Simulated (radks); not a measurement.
Cd I, configuration [Kr] 4d9 5s2 6s1 (not the ground configuration). Method: Dirac Kohn-Sham, HCTH/407, spin-unpolarised, spherical densities, finite nucleus; open shells fill j = l - 1/2 first; Fermi nuclear charge, rms radius 4.6087 fm; computed with a radial shooting solver on a logarithmic mesh with Libxc functionals.

Normalised radial functions P(r) = r R(r) (large component), r in bohr:

r	4p1/2	4p3/2	4d5/2
0.003227	0.0101	0.0056	0.0000
0.003787	0.0129	0.0075	0.0001
0.004444	0.0164	0.0101	0.0001
0.005215	0.0209	0.0136	0.0002
0.00612	0.0268	0.0183	0.0002
0.007182	0.0343	0.0244	0.0004
0.008428	0.0439	0.0325	0.0006
0.00989	0.0562	0.0429	0.0009
0.01161	0.0716	0.0564	0.0015
0.01373	0.0920	0.0746	0.0024
0.01611	0.1160	0.0965	0.0037
0.01891	0.1451	0.1234	0.0056
0.02219	0.1796	0.1560	0.0087
0.02604	0.2194	0.1943	0.0131
0.03056	0.2636	0.2377	0.0198
0.03586	0.3104	0.2848	0.0294
0.04208	0.3561	0.3324	0.0432
0.04938	0.3955	0.3757	0.0625
0.05795	0.4212	0.4077	0.0889
0.068	0.4237	0.4191	0.1240
0.08044	0.3902	0.3976	0.1713
0.0944	0.3143	0.3348	0.2267
0.1108	0.1900	0.2238	0.2907
0.13	0.0200	0.0650	0.3592
0.1526	-0.1817	-0.1302	0.4247
0.179	-0.3874	-0.3368	0.4762
0.2101	-0.5571	-0.5169	0.4996
0.2465	-0.6450	-0.6249	0.4794
0.2893	-0.6111	-0.6184	0.4026
0.3395	-0.4350	-0.4723	0.2623
0.4016	-0.1100	-0.1745	0.0508
0.4713	0.2824	0.2032	-0.1943
0.5531	0.6782	0.5993	-0.4528
0.6491	0.9947	0.9315	-0.6891
0.7617	1.1670	1.1304	-0.8675
0.8939	1.1699	1.1631	-0.9616
1.049	1.0268	1.0452	-0.9636
1.231	0.7978	0.8314	-0.8865
1.445	0.5505	0.5879	-0.7552
1.695	0.3363	0.3690	-0.5983
1.989	0.1807	0.2043	-0.4413
2.353	0.0808	0.0947	-0.2957
2.762	0.0318	0.0388	-0.1852
3.241	0.0104	0.0133	-0.1055
3.803	0.0028	0.0037	-0.0545
4.463	0.0006	0.0008	-0.0250
5.237	0.0001	0.0001	-0.0099
6.146	0.0000	0.0000	-0.0033
7.212	0.0000	0.0000	-0.0009
8.464	0.0000	0.0000	-0.0002
9.932	0.0000	0.0000	0.0000
11.75	0.0000	0.0000	0.0000
13.79	0.0000	0.0000	0.0000
16.18	0.0000	0.0000	0.0000
18.99	0.0000	0.0000	0.0000
22.28	0.0000	0.0000	0.0000
26.15	0.0000	0.0000	0.0000

4p1/2: eigenvalue -81.561 eV, 2 radial nodes at r = 0.132, 0.421 bohr, <r> = 0.932 bohr, 90 % of the charge inside 1.37 bohr. 4p3/2: eigenvalue -75.646 eV, 2 radial nodes at r = 0.137, 0.434 bohr, <r> = 0.962 bohr, 90 % of the charge inside 1.42 bohr. 4d5/2: eigenvalue -20.960 eV, 1 radial node at r = 0.416 bohr, <r> = 1.23 bohr, 90 % of the charge inside 1.93 bohr.
